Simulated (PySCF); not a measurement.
All values below come from PBE-D3(BJ)/def2-TZVP // M06-2X/def2-TZVP (PySCF). Isolated molecules, 0 K electronic values unless said otherwise. 

Reference species (SMILES): `[CH3][AlH][CH3]` (neutral, multiplicity 1).

```json
{
  "HOMO–LUMO gap": "4.89 eV",
  "HOMO": "-6.47 eV"
}
```

Changed species: `[AlH3]` (0 of 3 H replaced by CH3; the reference has 2 of 3 H replaced by CH3).

Task: What does the change do to the HOMO–LUMO gap and HOMO?

Result: the HOMO–LUMO gap drops by 0.10 eV, to 4.79 eV; the HOMO falls by 0.84 eV, to -7.31 eV.
